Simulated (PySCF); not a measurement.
**Dipole moment and polarisability of `C=[CH][GeH2][Cl]`**

Compound: C2H5ClGe.
Geometry (PBE0-D3(BJ)/def2-SVP, Å), atoms numbered from 1 in this order:
```xyz
9
C2H5ClGe angstrom
C     -1.180    1.248    0.297
C     -0.108    0.928   -0.432
Ge     1.674    1.461    0.076
Cl     2.394    2.891   -1.388
H     -2.192    0.949    0.003
H     -1.099    1.830    1.222
H     -0.235    0.354   -1.358
H      2.676    0.296    0.057
H      1.641    2.176    1.436
```

Level: PBE0/def2-SVPD (PySCF), static field, nuclei fixed, core orbitals frozen in the response. The polarisability tensor in these axes (au):

```
x   82.31  4.90 -8.44
y    4.90 61.75 -2.91
z   -8.44 -2.91 65.48
```

Q: Give the principal values, the mean and the anisotropy Δα = √{½[(α1 − α2)² + (α2 − α3)² + (α1 − α3)²]}.

A: Principal values 60.15, 62.31 and 87.08 au; mean 69.85 au = 10.35 Å³ = 11.52 × 10⁻⁴⁰ C²·m²/J; Δα = 25.91 au (37 % of the mean).

Q: What is the dipole moment, and where does it point?

A: (-1.60, -1.56, 1.35) D, 2.61 D in size, pointing from the negative to the positive side. Measured along this direction, the outermost atoms are Cl4 at the negative end and H5 at the positive end.

Q: In TDDFT the mean static polarisability is Σ f/ω² over all singlet excitations (ω in hartree). How much of it do the 10 lowest give? Their energies (eV) and oscillator strengths: 6.11, 0.0101; 6.37, 0.0101; 6.84, 0.2370; 7.15, 0.0190; 7.49, 0.0490; 7.57, 0.0420; 7.67, 0.1021; 7.88, 0.0309; 7.97, 0.0043; 8.02, 0.0124.

A: They add up to 7.45 au, 10.7 % of the 69.85 au; the largest single term is 3.75 au, from the state at 6.84 eV. Terms in order: 0.20, 0.18, 3.75, 0.27, 0.65, 0.54, 1.29, 0.37, 0.05, 0.14 au. Higher excitations give the rest. The strengths listed sum to 0.517.

Q: What would n − 1 = 2πNα be for an ideal gas of these molecules at 298.15 K and 1 atm, electronic part alone?

A: N = p/kT = 2.4615 × 10¹⁹ cm⁻³, so n − 1 = 2π × N × 10.35 × 10⁻²⁴ cm³ = 1601 × 10⁻⁶ at long wavelengths.

Q: Orientational against electronic polarisability at 298 K (dilute gas, rigid molecules)?

A: In Gaussian units μ²/3kT = 55.11 Å³ against 10.35 Å³, a ratio of 5.32; the Debye molar polarisation (4π/3)N_A(α + μ²/3kT) is 165.1 cm³/mol, leaving out the vibrational part.

Q: What molar refraction does this α imply?

A: Lorentz–Lorenz: R = (4π/3)N_A α = 2.5225 cm³/(mol·Å³) × 10.35 Å³ = 26.1 cm³/mol, in the limit of long wavelengths.

Q: Directions of the eigenvectors, and the extent of the frame along each?

A: Largest value along (0.90, 0.22, -0.38), where the nuclei span 5.07 Å; middle along (0.44, -0.38, 0.81), 2.45 Å; least along (-0.03, 0.90, 0.44), 2.81 Å. The strongest response lies along the longest span, while the other two are in reverse order.

Isolated species at its PBE0-D3(BJ)/def2-SVP geometry (one conformer only). The calculation is non-relativistic, for germanium too.
